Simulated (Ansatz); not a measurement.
Ansatz (a quantum-chemistry and plane-wave program) input:

Ansatz 0.2 input:
```yaml
crystal:
  periodic: [false, false, false]
  atoms:
    - {symbol: C, position_ang: [1.63964402, -0.42942163, -0.54178487]}
    - {symbol: C, position_ang: [0.69511400, 0.11903355, 0.22465152]}
    - {symbol: C, position_ang: [-0.73945280, 0.44381213, -0.17029716]}
    - {symbol: O, position_ang: [-1.61641988, -0.19386213, 0.60216205]}
    - {symbol: H, position_ang: [1.44731388, -0.64478753, -1.58994258]}
    - {symbol: H, position_ang: [2.62078432, -0.70360515, -0.16111496]}
    - {symbol: H, position_ang: [0.89526140, 0.28864604, 1.28285806]}
    - {symbol: H, position_ang: [-0.80460035, 0.22528236, -1.28212005]}
    - {symbol: H, position_ang: [-0.79923139, 1.58481696, -0.14239394]}
basis:
  gaussian:
    orbitals: def2-TZVP
hamiltonian:
  xc: b3lyp
  dispersion: d3bj
total_charge: -1
phonons: {temperatures: {t_min: 298.15, t_max: 298.15, t_step: 100}}
```

### Question
What final total energy does it print?

### Answer
-192.59743 Eh (B3LYP-D3(BJ)/def2-TZVP). The basis has 154 functions. The run takes around 3.0 core-minutes (rough).

It need not be the lowest isomer of its formula. Whether it binds its extra electron was not tested at this geometry.
